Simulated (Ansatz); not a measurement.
Te6Mo3⁺. The state is a doublet with charge 1. Geometry PBE-D4/def2-SVP, that of the neutral singlet; atoms count from 1.

```xyz
9

Mo    0.818   -0.486   -0.810
Mo    0.183   -0.739    1.408
Mo   -1.372    0.942   -0.076
Te    3.422   -0.728   -1.265
Te    0.467    2.025   -1.600
Te   -1.501   -1.822   -0.363
Te   -0.796    1.516    2.435
Te    2.505   -2.038    1.099
Te   -3.727    1.330   -0.828
```

In the def2 sets Mo, Te take a core potential; there is no spin–orbit coupling. Single mean-field runs in def2-TZVP are fitted with def2-universal-jkfit. The charge 1 doublet is spin-contaminated (final ⟨S²⟩ up to 0.87, 0.75 for a pure state).

Question: Estimate the Mulliken populations from the PBE0/def2-TZVP orbitals of Ansatz.

Answer: 
```
atom  charge (e)  spin (α − β)  d electrons
 Mo1        0.36          0.42         4.66
 Mo2        0.36         -0.38         4.70
 Mo3        0.24         -0.16         4.75
 Te4        0.01          0.02            –
 Te5       -0.04          0.16            –
 Te6        0.12          0.01            –
 Te7       -0.09          0.20            –
 Te8       -0.01          0.06            –
 Te9        0.05          0.68            –
```
Mulliken values and Mayer orders depend strongly on the basis.

Question: Where does the spin sit?

Answer: Summed by element: Mo -0.13, Te 1.13, of 1 unpaired in all. Largest on single atoms: Te9 0.68, Mo1 0.42, Mo2 -0.38.

Question: And the Mayer bond orders between bonded heavy atoms (over 0.3)?

Answer: Mo1–Mo2 2.00 (2.32 Å); Mo1–Mo3 0.61 (2.72 Å); Mo1–Te4 1.12 (2.65 Å); Mo1–Te5 1.08 (2.66 Å); Mo1–Te6 0.86 (2.71 Å); Mo1–Te8 0.44 (2.98 Å); Mo2–Mo3 0.61 (2.73 Å); Mo2–Te6 1.01 (2.67 Å); Mo2–Te7 1.05 (2.66 Å); Mo2–Te8 1.08 (2.68 Å); Mo3–Te5 1.24 (2.62 Å); Mo3–Te6 0.75 (2.78 Å); Mo3–Te7 1.21 (2.64 Å); Mo3–Te9 1.79 (2.50 Å); Te4–Te8 0.92 (2.85 Å).
